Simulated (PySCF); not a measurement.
## A ladder for the electron affinity of In

In⁻ [Kr] 4d10 5s2 5p2 (3P) → In [Kr] 4d10 5s2 5p1 (2P). Scalar values calculated with PySCF 2.14 in aug-cc-pwCVTZ-DK3 (spin-free X2C; valence: [Kr] 4d10 frozen; valence and next inner shell: [Ar] 3d10 frozen). The spin-orbit shift comes from two-component X2C-1e calculations (generalised Hartree-Fock, GHF, and MP2 on its spinors, GMP2) in x2c-TZVPall-2c with one added diffuse shell each of s, p, d, f type: GMP2 gives 0.389 eV without and 0.286 eV with screened spin-orbit coupling, a shift of -0.103 eV (GHF: -0.102 eV). Sums use unrounded values; where a UHF row is shifted, it takes the GHF shift.

```tsv
method	scalar (eV)	plus spin-orbit shift (eV)	error (eV)
UHF	0.073	-0.029	-0.413
MP2 (valence)	0.356	0.252	-0.132
SCS-MP2 (valence)	0.269	0.165	-0.219
CCSD (valence)	0.380	0.276	-0.108
CCSD(T) (valence)	0.417	0.313	-0.070
LDA	0.643	0.540	0.156
PBE	0.539	0.436	0.052
PBE0	0.495	0.391	0.007
r2SCAN	0.568	0.465	0.081
M06-2X	0.306	0.203	-0.181
PW91	0.567	0.464	0.080
CAM-B3LYP	0.389	0.286	-0.098
MP2 (valence and next inner shell)	0.359	0.256	-0.128
SCS-MP2 (valence and next inner shell)	0.256	0.152	-0.232
```

Reference: 0.384 eV (measured; photodetachment measurements, as compiled on the Wikipedia data page of electron affinities).

The errors of the correlated levels include the incompleteness of the basis and the frozen core, so a lower level can come closer by cancellation.

A first-order Landé estimate from the scalar orbitals gives -0.061 eV instead; single two-component determinants are not pure J levels in LS coupling, so the shift is uncertain by about that difference.
